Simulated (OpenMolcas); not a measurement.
Cu3+ (d8) on a cation site of an ionic host was computed by CASSCF with the d shell active (OpenMolcas, ANO-RCC-VTZP on the metal). Its lowest spin-free states, and all those of the highest spin:

| 2S+1 | Degeneracy | E (cm-1) |
| --- | --- | --- |
| 3 | 1 | 0.0 |
| 3 | 3 | 10021 |
| 3 | 3 | 17068 |
| 1 | 2 | 19045 |
| 1 | 3 | 28703 |
| 1 | 1 | 30797 |
| 3 | 3 | 33471 |
| 1 | 3 | 35373 |
| 1 | 2 | 43905 |
| 1 | 3 | 44449 |
| 1 | 1 | 77899 |

Question: Is the site octahedral, tetrahedral or cube-like, axial, or of lower symmetry?

Answer: The states with 2S+1 = 3 have orbital degeneracies 1, 3, 3, 3. Threefold states need a cubic site. For d8 at this spin an octahedron puts the single A2 below the threefold T2 and a tetrahedron or cube puts the threefold T1 below the threefold T2, so the site is octahedral. The first gap at this spin, 10000 cm-1, is |10Dq| in ligand-field theory. The run had Cu3+ with its 6 nearest fluoride ions at 1.898 Å, on the Mg site of KMgF3 (a = 3.973 Å, distance in the model lattice 1.986 Å). The rest of the host is ab initio model potentials to 7.6 Å, with orthogonalisation functions on the cations behind the ligands, and point charges beyond; the distance is set by hand and nothing relaxes, and no local charge compensation is placed. Ligand basis ANO-RCC-VDZP.

Without dynamic correlation the repulsion within the d shell is too large (B by tens of per cent), so at a given field states of lower spin stand too high. Ligand-to-metal charge-transfer states are missing. With no ligand orbital active B as a rule stays too high, so bands that hang on it stand too high and its fall with covalency is understated. With metal d orbitals alone and no dynamic correlation 10Dq can be off by a tenth to a fifth, either way, in oxide and fluoride hosts. No measured value stands beside these numbers; the geometry was set by hand and not optimised.
